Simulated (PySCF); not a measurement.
# Vertical excitation energies

Species: C3H10OSSi2.
SMILES: `[C@H]1(CCO[SiH2]1)S[SiH3]`

Method: TDDFT CAM-B3LYP/def2-SVPD, vertical, gas phase, core orbitals frozen in the response (PySCF). One conformer (not necessarily the lowest) at the GFN2-xTB geometry, without solvent, vibrations or thermal averaging.

**Question.** Predict the UV-vis stick spectrum at this level.

**Answer.** 

| state | E (eV) | λ (nm) | f | \|μ\| (D) | main configurations (H = HOMO, L = LUMO) |
| --- | --- | --- | --- | --- | --- |
| S1 | 5.48 | 226.3 | 0.0019 | 0.31 | H→L (31%), H→L+3 (30%), H→L+1 (11%) |
| S2 | 5.77 | 214.9 | 0.010 | 0.68 | H→L (60%), H→L+3 (19%), H→L+1 (14%) |
| S3 | 6.22 | 199.2 | 0.027 | 1.06 | H→L+1 (53%), H→L+2 (29%) |
| S4 | 6.51 | 190.4 | 0.0024 | 0.31 | H→L+2 (33%), H→L+3 (30%), H→L+1 (16%) |
| S5 | 6.92 | 179.1 | 0.019 | 0.85 | H→L+4 (48%), H→L+2 (15%), H→L+5 (13%) |
| S6 | 7.01 | 176.8 | 0.019 | 0.85 | H→L+5 (48%), H→L+6 (14%), H→L+9 (9%) |
| S7 | 7.14 | 173.7 | 0.0093 | 0.59 | H→L+8 (50%), H→L+6 (14%), H→L+5 (8%) |
| S8 | 7.23 | 171.4 | 0.0032 | 0.34 | H-1→L+1 (37%), H-1→L+2 (27%), H→L+8 (13%) |

Triplets (Tamm–Dancoff): T1 5.05 eV, H→L+3 (45%), H→L+1 (12%), H→L+2 (9%); T2 5.42 eV, H→L (78%), H→L+3 (10%); T3 6.03 eV, H→L+1 (59%), H→L+2 (25%).

The lowest singlet comes at 226 nm (529 kJ/mol) in the ultraviolet; it is very weak; its leading configuration is HOMO→LUMO (31%). The strongest level in the table is S3 at 6.22 eV (199 nm, f = 0.027). Löwdin shares by element: HOMO sulfur 62%, silicon 14%, carbon 12% or more; LUMO silicon 32% or more, hydrogen 18% or more, sulfur 17% (atoms not listed hold the other 33%). The oscillator strengths of these states sum to 0.091; summed over the whole spectrum of an exact calculation they would give the number of electrons, 80 (Thomas–Reiche–Kuhn). Orbital energies (eV): HOMO-3 -10.54, HOMO-2 -9.82, HOMO-1 -9.49, HOMO -7.96, LUMO 0.84, LUMO+1 1.01, LUMO+2 1.16. The listed states span 1.75 eV, and the widest gap between neighbours is 0.45 eV (S2 to S3). Only the lowest 8 singlets were computed, as vertical energies without vibronic structure.
